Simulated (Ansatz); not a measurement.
`N/C=C/[CH2][AlH2]` and `N/C=C/CBr` differ in one atom or group.

Ansatz, PBE0-D4/def2-TZVP geometries, multiplicity 1. Each molecule was computed in one conformer, which needn't be the lowest.

Scalar relativity is left out up to krypton.

| property | `N/C=C/[CH2][AlH2]` |
| --- | --- |
| HOMO–LUMO gap (ωB97M-V/def2-TZVPP) / eV | 9.17 |
| HOMO–LUMO gap (PBE/def2-TZVPP) / eV | 3.74 |
| LUMO energy (PBE/def2-TZVPP) / eV | -1.10 |
| HOMO energy (PBE/def2-TZVPP) / eV | -4.83 |
| HOMO–LUMO gap (B3LYP/def2-TZVPP) / eV | 5.15 |
| HOMO energy (ωB97M-V/def2-TZVPP) / eV | -7.91 |

Problem. Give the same properties after the change, and the shifts. (An estimate is asked.)

Solution. Computed: 
```tsv
property	`N/C=C/CBr`	shift
HOMO–LUMO gap (ωB97M-V/def2-TZVPP) / eV	10.03	0.86
HOMO–LUMO gap (PBE/def2-TZVPP) / eV	3.90	0.16
LUMO energy (PBE/def2-TZVPP) / eV	-1.22	-0.12
HOMO energy (PBE/def2-TZVPP) / eV	-5.12	-0.29
HOMO–LUMO gap (B3LYP/def2-TZVPP) / eV	5.47	0.32
HOMO energy (ωB97M-V/def2-TZVPP) / eV	-8.30	-0.39
```

The zero-point energy changes by -32.5 kJ/mol with -6 modes.

B3LYP here is the variant with VWN-RPA as its local correlation; programs differ in this.

Spin–orbit coupling is left out; it splits and shifts lone-pair levels of the heavy atoms by tenths of an eV.
